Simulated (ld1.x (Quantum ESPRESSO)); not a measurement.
**Configuration tests for B (Z = 5) (TM)**

```json
{
  "Element": "boron (B)",
  "Generator": "ld1.x (Quantum ESPRESSO) 7.5",
  "Type": "norm-conserving Troullier–Martins (Kleinman–Bylander form)",
  "Functional": "revPBE",
  "Relativity": "scalar-relativistic",
  "Frozen core": "[He]",
  "Valence charge": "3",
  "Reference configuration": "2s2 2p1",
  "Partial waves": "2s (bound): rc 1.55 bohr; 3d channel at 0.35 Ry: rc 3.90 bohr; 2p (bound): rc 4.15 bohr",
  "Local potential": "the p channel",
  "Core correction": "Bessel-smoothed model core, default radius (core density twice the valence density)"
}
```

Energies are relative to the spin-unpolarised reference configuration 2s2 2p1; without spin polarisation the order of configurations can differ from experiment. The frozen-core shift is the all-electron ΔE with the core orbitals held at their reference shape minus the fully relaxed ΔE.

**Question.** Give the all-electron excitation energy and the error of the potential for: 2s2 2p0; 2s1 2p0; 2s2 2p0.5; 2s1 2p1; 2s0 2p3; 2s2 2p1.3; 2s1 2p2.

**Answer.**

| valence configuration | charge | ΔE all-electron (eV) | error AE − PS (meV) | frozen-core shift (meV) |
| --- | --- | --- | --- | --- |
| 2s2 2p0 | +1 | 8.170 | +245 | +0.3 |
| 2s1 2p0 | +2 | 33.604 | +721 | +5.4 |
| 2s2 2p0.5 | +0.5 | 2.866 | +34 | 0.0 |
| 2s1 2p1 | +1 | 14.388 | -148 | +0.9 |
| 2s0 2p3 | 0 | 11.834 | -239 | +1.6 |
| 2s2 2p1.3 | -0.3 | -0.727 | +1.3 | 0.0 |
| 2s1 2p2 | 0 | 5.911 | -59 | +0.4 |

Levels in the configuration 2s1 2p1:

| level | all-electron (eV) | pseudo (eV) |
| --- | --- | --- |
| 2s | -19.622 | -19.929 |
| 2p | -13.415 | -13.273 |
